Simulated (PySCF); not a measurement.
Isomers of C6H12BNO and their computed core-level spectra.

Theory: delta-SCF UKS SCAN, pcX-2 on the ionised atom, pcseg-1 elsewhere, spin-free X2C in PySCF. Geometries: PBE0-D3(BJ)/def2-SVP; isolated species, one conformer each.

Line lists (1s up to Mg, 2p3/2 beyond; areas count atoms within a level, one atom standing for each set equivalent by bonding):
1. B 1s: 193.94 eV; C 1s: 289.01 (area 1), 289.40 (area 1), 289.77 (area 1), 290.09 (area 1), 290.78 (area 1), 292.36 (area 1) eV; N 1s: 407.28 eV; O 1s: 539.00 eV
2. B 1s: 195.96 eV; C 1s: 289.61 (area 1), 289.72 (area 1), 290.32 (area 1), 290.74 (area 1), 291.30 (area 1), 292.17 (area 1) eV; N 1s: 404.71 eV; O 1s: 537.97 eV
3. B 1s: 194.58 eV; C 1s: 291.60 (area 1), 291.90 (area 1), 291.95 (area 1), 292.72 (area 1), 293.08 (area 1), 294.19 (area 1) eV; N 1s: 405.63 eV; O 1s: 540.48 eV
4. B 1s: 195.50 eV; C 1s: 289.66 (area 2), 290.46 (area 1), 291.08 (area 1), 291.29 (area 1), 293.50 (area 1) eV; N 1s: 405.46 eV; O 1s: 537.20 eV

Structures:
A. `CC#CCB(N)OCC`
B. `C/C=C/N(C=O)B(C)C`
C. `C1[C@@H](C[O+]([C@H]1C#N)[BH3-])C`
D. `[NH2+]([B@H-](C)c1ccco1)C`

Problem. Match each list to its structure.

Solution. 
- 1 = D: another candidate has the same counts of sites, so positions decide. B 1s: 193.94 four-coordinate boron; C 1s: 289.01 sp3 carbon bound to boron, 289.40 aromatic CH carbon, 289.77 aromatic CH carbon, 290.09 substituted aromatic carbon, 290.78 aromatic CH next to a ring oxygen, 292.36 N-methyl carbon; N 1s: 407.28 nitrogen bonded to B, C and 2 H; O 1s: 539.00 furan-type oxygen.
- 2 = A: another candidate has the same counts of sites, so positions decide. B 1s: 195.96 three-coordinate boron; C 1s: 289.61 alkyne carbon, 289.72 alkyne carbon, 290.32 sp3 carbon bound to boron, 290.74 methyl carbon, 291.30 propargylic carbon, 292.17 sp3 carbon bound to oxygen; N 1s: 404.71 boron-bound nitrogen; O 1s: 537.97 boron-bound oxygen.
- 3 = C: another candidate has the same counts of sites, so positions decide. B 1s: 194.58 four-coordinate boron; C 1s: 291.60 methyl carbon, 291.90 sp3 CH carbon, 291.95 ring CH2 carbon, 292.72 nitrile carbon, 293.08 sp3 carbon bound to oxygen, 294.19 sp3 carbon bound to oxygen; N 1s: 405.63 nitrile nitrogen; O 1s: 540.48 oxygen bonded to B and 2 C.
- 4 = B: no other candidate has these counts of sites. B 1s: 195.50 three-coordinate boron; C 1s: 289.66 sp3 carbon bound to boron (×2), 290.46 alkene CH carbon, 291.08 allylic carbon, 291.29 vinylic carbon bearing nitrogen, 293.50 amide carbonyl carbon; N 1s: 405.46 amide nitrogen; O 1s: 537.20 amide oxygen.

1 of these hole states is spin-contaminated (⟨S²⟩ 0.95, against 0.75; counted from 0.85) and less certain.
